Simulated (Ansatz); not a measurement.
The same group exchange along the group B, Ga, In.

Computed with Ansatz on PBE0-D4/def2-TZVP structures; ΔE is electronic, products minus reactants. CCSD(T)/CBS adds triple-zeta CCSD(T) − MP2 to the extrapolated MP2 energy (def2 sets, frozen cores). DFT in def2-TZVPP. def2 core potentials past Kr. For Ga, In outer-core shells are correlated without core-valence functions, which leaves a few kJ/mol of doubt a bond. Scalar relativity is left out up to krypton. Each species was taken in one conformer, which may not be the lowest.

```tsv
reaction	ωB97M-V (kJ/mol)	PBE-D4 (kJ/mol)
`CBCF` + `CNC#CCF` → `CBNC` + `FCC#CCF`	-158	-150
`[CH3][GaH][CH2]F` + `CNC#CCF` → `C[NH][GaH][CH3]` + `FCC#CCF`	-89	-80
`[CH3][InH][CH2]F` + `CNC#CCF` → `C[NH][InH][CH3]` + `FCC#CCF`	-65	-56
```

Give the CCSD(T)/CBS values in the same order. (Estimate.)

The calculation gave: -166, -102, -80 kJ/mol.

Largest T1 diagnostic: 0.015, for `C[NH][InH][CH3]`.
